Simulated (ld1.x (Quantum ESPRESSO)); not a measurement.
## As: excitation energies, all-electron against TM

As (Z = 33), norm-conserving Troullier–Martins (Kleinman–Bylander form), made with ld1.x (Quantum ESPRESSO) 7.5 (Wu–Cohen, scalar-relativistic). Core [Ar], reference 3d10 4s2 4p2 (charge +1). Waves: 4s (bound): rc 1.45 bohr; 4p (bound): rc 1.65 bohr; 3d (bound): rc 0.95 bohr. Local part: all-electron potential smoothed inside 1.45 bohr (lloc = -1). Core correction: none.

Energies are relative to the spin-unpolarised reference configuration 3d10 4s2 4p2; without spin polarisation the order of configurations can differ from experiment.

```csv
valence configuration,charge,ΔE all-electron (eV),error AE − PS (meV)
3d10 4s2 4p3,0,-9.168,+3.9
3d10 4s2 4p1,+2,17.976,+1.7
3d10 4s2 4p0,+3,45.756,+9.6
3d9 4s2 4p4,0,30.924,-569
3d10 4s2 4p3.3,-0.3,-10.400,+5.3
```

Q: What are ΔE and the potential's error for 3d10 4s1 4p4?

A: ΔE = 0.281 eV all-electron; the error (AE − PS) is -0.6 meV.

Q: What are ΔE and the potential's error for 3d10 4s0 4p5?

A: ΔE = 9.955 eV all-electron; the error (AE − PS) is -3.5 meV.
